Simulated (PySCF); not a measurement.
C₆H₄N₂, SMILES c1(cnccc1)C#N.

The structure is a stationary point at PBE-D3(BJ)/def2-SVP.

Two levels are set side by side: PBE/def2-TZVP (PySCF) and PBE0/def2-TZVP (PySCF). Same geometry, gas phase. Differences are taken from unrounded values.

```csv
quantity,PBE0
orbital gap (eV),6.03
highest occupied level (eV),-8.13
lowest empty level (eV),-2.10
dipole moment (D),4.06
```

**Question.** What does PBE give, and how far is it from PBE0? (The exact figures need the calculation; the answer reports its results.)

**Answer.** 
| quantity | PBE | PBE minus PBE0 |
|---|---|---|
| orbital gap (eV) | 3.64 | -2.39 |
| highest occupied level (eV) | -6.61 | 1.52 |
| lowest empty level (eV) | -2.96 | -0.87 |
| dipole moment (D) | 3.94 | -0.12 |

Without exact exchange PBE keeps part of each electron's self-repulsion, which lifts occupied levels and narrows the gap. Differences between two approximate levels are no errors against the true value.

Rough cost on one machine, each run with all the roots and properties that it gave: PBE0 against PBE within a factor of 2.
